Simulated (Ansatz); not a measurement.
Relaxation of C4H13FN2Si (21 atoms, charge 0, multiplicity 1), to a largest force component of 0.02 eV/Å in at most 40 steps.

All numbers below come from RKS PBE0/STO-3G (Ansatz).

```xyz
21
Properties=species:S:1:pos:R:3
Si 0.000 0.000 0.000
F 0.000 0.000 1.590
N 1.716 0.000 -0.606
C 2.407 -1.273 -0.857
H 1.743 -1.947 -1.437
H 3.336 -1.083 -1.433
H 2.664 -1.752 0.111
C 2.411 1.273 -0.845
H 3.038 1.188 -1.757
H 1.665 2.082 -0.984
H 3.057 1.512 0.026
H -0.688 1.191 -0.486
N -0.857 -1.485 -0.606
C -1.599 -2.340 0.332
H -1.222 -2.174 1.363
H -2.679 -2.087 0.289
H -1.457 -3.405 0.054
C -0.808 -1.831 -2.034
H -1.610 -1.286 -2.575
H 0.179 -1.543 -2.451
H -0.957 -2.924 -2.156
```

Q: Where does it end, and by what steps?

A: It converged. The force dipped under the threshold on the way, but the program's further checks kept it going. Limits of this set-up: minimal basis. After 11 steps the energy has fallen by 0.729 eV; H7 moved furthest, 0.82 Å.

```csv
step,energy less start (eV),largest force component (eV/Å),accepted
0,0.0000,3.194,yes
1,-0.4656,1.469,yes
2,-0.5976,0.427,yes
3,-0.6753,0.440,yes
4,-0.7052,0.138,yes
5,-0.7136,0.269,yes
6,-0.7226,0.061,yes
7,-0.7254,0.100,yes
8,-0.7275,0.121,yes
9,-0.7287,0.055,yes
10,-0.7294,0.015,yes
11,-0.7295,0.015,yes
```

```xyz
21
Properties=species:S:1:pos:R:3
Si 0.106 -0.195 -0.033
F 0.189 -0.339 1.592
N 1.640 -0.062 -0.843
C 2.585 -1.193 -0.748
H 2.013 -2.134 -0.728
H 3.254 -1.211 -1.626
H 3.227 -1.158 0.156
C 2.327 1.244 -0.886
H 3.019 1.283 -1.746
H 1.587 2.050 -1.009
H 2.923 1.464 0.024
H -0.627 1.016 -0.364
N -0.588 -1.714 -0.585
C -1.687 -2.272 0.238
H -1.440 -2.141 1.303
H -2.672 -1.797 0.050
H -1.800 -3.352 0.039
C -0.879 -1.817 -2.033
H -1.799 -1.279 -2.343
H -0.032 -1.403 -2.603
H -1.005 -2.875 -2.320
```

Whether the end is a true minimum wasn't checked by a vibrational analysis.

Time of the run: 46 s on 1 thread of Intel(R) Xeon(R) 6975P-C (Granite Rapids) (shared host), peak memory 0.19 GiB.
